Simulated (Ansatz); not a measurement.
Cost and result for the atomization energy of `C[N](C)[Ga]([OH])[N](C)C` (21 atoms, 20 bonds).

Cartesian coordinates in Å:
```
C 0.137 -0.765 2.173
N 0.318 0.484 1.484
C 0.507 1.597 2.375
Ga 0.311 0.682 -0.326
O 0.984 2.173 -1.059
N -0.332 -0.503 -1.535
C -0.054 -0.351 -2.941
C -1.170 -1.632 -1.237
H 0.075 -1.599 1.472
H 0.979 -0.972 2.851
H -0.778 -0.771 2.786
H 1.399 1.469 3.007
H -0.351 1.728 3.052
H 0.624 2.531 1.820
H 1.518 2.698 -0.461
H -0.981 -0.242 -3.524
H 0.483 -1.222 -3.344
H 0.557 0.535 -3.119
H -2.115 -1.587 -1.799
H -0.686 -2.586 -1.499
H -1.426 -1.669 -0.177
```

The species carries charge 0 and has multiplicity 1. Correlated methods include outer-core shells of Ga, which these sets cover unevenly. Scalar relativity is left out up to krypton. All single points use the PBE0-D4/def2-TZVP geometry. It is one conformer, not always the lowest. Program: Ansatz. All runs use 4 threads of an AMD EPYC 7R13 on a shared host and a share of an NVIDIA H100 80 GB. Times are those of one run each, without the atoms' runs, and a repeat can differ threefold. Electronic energies, without spin–orbit coupling; frozen cores. CCSD(T)/CBS adds CCSD(T) − MP2 in def2-TZVPP to the MP2 limit, and its time is that of the two runs behind it. T1 = 0.013. With those shells the extrapolation isn't a true limit. B3LYP takes the VWN-RPA correlation (the form of Gaussian; ORCA's B3LYP/G). HSE06 is the plane-wave form, built on full-range PBE exchange.

CCSD(T)/CBS is a level of theory with its own doubt, some kJ/mol a heavy atom from the limit and from the frozen cores, so smaller differences don't rank the functionals.

```json
{"level": "CCSD(T)/def2-SVP", "functions": "195", "wall time": "3.3 s"}
{"level": "revPBE-D4/def2-TZVPP", "functions": "447", "wall time": "4 s"}
{"level": "PBE-QIDH/def2-TZVPP", "functions": "447", "wall time": "4.1 s"}
{"level": "r2SCANh-D4/def2-TZVPP", "functions": "447", "wall time": "4.3 s"}
{"level": "PBE-D4/def2-TZVPP (with forces)", "functions": "447", "wall time": "5.5 s"}
{"level": "CAM-B3LYP-D4/def2-TZVPP", "functions": "447", "wall time": "6 s"}
{"level": "r2SCAN-D4/def2-TZVPP (with forces)", "functions": "447", "wall time": "6.5 s"}
{"level": "HSE06-D4/def2-TZVPP", "functions": "447", "wall time": "6.5 s"}
{"level": "B3LYP-D4/def2-TZVPP (with forces)", "functions": "447", "wall time": "7 s"}
{"level": "ωB97X-V/def2-TZVPP", "functions": "447", "wall time": "8.5 s"}
{"level": "MP2/def2-QZVPP", "functions": "878", "wall time": "14 s"}
{"level": "CCSD(T)/def2-TZVPP", "functions": "447", "wall time": "28 s"}
{"level": "CCSD(T)/CBS(def2)", "functions": "–", "wall time": "42 s"}
```

Q: What atomization energy does each give, and how far from CCSD(T)/CBS? (Best estimate.)

A: The calculation gave: 
| level | atomization (kcal/mol) | difference from CCSD(T)/CBS | per bond |
| --- | --- | --- | --- |
| CCSD(T)/def2-SVP | 1770.4 | -95.2 | -4.8 |
| revPBE-D4/def2-TZVPP | 1853.9 | -11.7 | -0.6 |
| PBE-QIDH/def2-TZVPP | 1851.5 | -14.1 | -0.7 |
| r2SCANh-D4/def2-TZVPP | 1849.9 | -15.7 | -0.8 |
| PBE-D4/def2-TZVPP (with forces) | 1899.9 | 34.3 | 1.7 |
| CAM-B3LYP-D4/def2-TZVPP | 1873.9 | 8.3 | 0.4 |
| r2SCAN-D4/def2-TZVPP (with forces) | 1860.9 | -4.7 | -0.2 |
| HSE06-D4/def2-TZVPP | 1867.5 | 1.9 | 0.1 |
| B3LYP-D4/def2-TZVPP (with forces) | 1863.4 | -2.2 | -0.1 |
| ωB97X-V/def2-TZVPP | 1868.1 | 2.5 | 0.1 |
| MP2/def2-QZVPP | 1872.5 | 6.9 | 0.3 |
| CCSD(T)/def2-TZVPP | 1819.5 | -46.1 | -2.3 |
| CCSD(T)/CBS(def2) | 1865.6 | 0.0 | 0.0 |

The D4 term adds +19.0 kcal/mol with B3LYP and +10.2 kcal/mol with PBE0; it sums over pairs of atoms, weighted by their polarisabilities, and B3LYP, whose exchange is more repulsive, gets the larger term. From r2SCAN to r2SCAN0 (25 % exact exchange), in def2-TZVPP and without D4, the atomization energy moves by −27.1 kcal/mol: exact exchange takes away binding that semilocal exchange gives to molecules. At CCSD(T), def2-SVP lies −95.2 kcal/mol from the extrapolated value and def2-TZVPP −46.1 kcal/mol: correlation converges slowly with the basis, and small sets miss more of it in the bonded molecule than in its fragments.
